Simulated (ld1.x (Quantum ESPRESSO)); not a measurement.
## What the settings do to the TM potential of iron (Fe)

Base potential:

iron, norm-conserving Troullier–Martins (Kleinman–Bylander form), made with ld1.x (Quantum ESPRESSO) 7.5 (PBEsol, scalar-relativistic). Core [Ne], reference 3s2 3p6 3d6 4s1.5 4p0.5. Waves: 3s (bound): rc 1.35 bohr; 3p (bound): rc 1.15 bohr; 3d (bound): rc 1.85 bohr. Local part: the d channel. Core correction: none.

Occupied shells without a wave of their own: 4p, 4s. They enter only through the test configuration that unscreens the potential.

Cutoffs, loose and tight: the cutoffs (Ry, on a coarse ladder) from which the occupation-weighted sum of valence levels, in a spherical-Bessel basis at the reference potential, stays within 10 and 1 mRy of its value at 400 Ry. They do not see the model core or the augmentation charge, which bear on the density cutoff. Test errors are all-electron minus pseudo excitation energies from the reference, over the configurations 3s2 3p6 3d6 4s2 4p0; 3s2 3p6 3d6 4s1 4p0; 3s2 3p6 3d6 4s0 4p0; 3s2 3p6 3d5 4s2 4p1; 3s2 3p6 3d6 4s1 4p1; 3s2 3p6 3d6 4s0 4p1; 3s2 3p6 3d7 4s1 4p0. A dash means not determined; rows that change the core or the reference have their own tests.

| change | outcome | cutoff, loose | cutoff, tight | bound ghosts | largest test error (meV) |
| --- | --- | --- | --- | --- | --- |
| base | generated, misses its reference levels by 0.59 eV | 90 Ry | 140 Ry | none | -1720 |
| wave 3p (bound): rc 1.15 bohr becomes 3p (bound): rc 0.74 bohr | generated, misses its reference levels by 0.59 eV | 140 Ry | 260 Ry | none | -1721 |
| wave 3p (bound): rc 1.15 bohr becomes 3p (bound): rc 0.88 bohr | generated, misses its reference levels by 0.59 eV | 140 Ry | 230 Ry | none | -1721 |
| wave 3p (bound): rc 1.15 bohr becomes 3p (bound): rc 0.94 bohr | generated, misses its reference levels by 0.59 eV | 120 Ry | 160 Ry | none | -1722 |
| wave 3p (bound): rc 1.15 bohr becomes 3p (bound): rc 1.08 bohr | generated, misses its reference levels by 0.59 eV | 90 Ry | 140 Ry | none | -1721 |
| wave 3p (bound): rc 1.15 bohr becomes 3p (bound): rc 1.20 bohr | generated, misses its reference levels by 0.59 eV | 90 Ry | 140 Ry | none | -1720 |
| wave 3p (bound): rc 1.15 bohr becomes 3p (bound): rc 1.30 bohr | generated, misses its reference levels by 0.59 eV | 90 Ry | 140 Ry | none | -1720 |
| wave 3p (bound): rc 1.15 bohr becomes 3p (bound): rc 1.42 bohr | generated, misses its reference levels by 0.59 eV | 90 Ry | 140 Ry | none | -1722 |
| wave 3p (bound): rc 1.15 bohr becomes 3p (bound): rc 1.52 bohr | generated, misses its reference levels by 0.59 eV | 90 Ry | 140 Ry | none | -1726 |
| wave 3p (bound): rc 1.15 bohr becomes 3p (bound): rc 1.64 bohr | generated, misses its reference levels by 0.59 eV | 90 Ry | 140 Ry | none | -1734 |
| wave 3p (bound): rc 1.15 bohr becomes 3p (bound): rc 1.72 bohr | generated, misses its reference levels by 0.59 eV | 90 Ry | 140 Ry | none | -1743 |

Reading the sweep of the p radius (base included, trends over the rows without a ghost): The loose cutoff falls from 140 Ry at 0.74 to 90 Ry at 1.72 bohr. A larger radius leaves more room for a smooth pseudo-wave, so fewer plane waves are needed; a smaller one forces it to follow the all-electron wave where it bends sharply. The median size of the test errors (rows with all tests solved) stays near 478.2 meV.
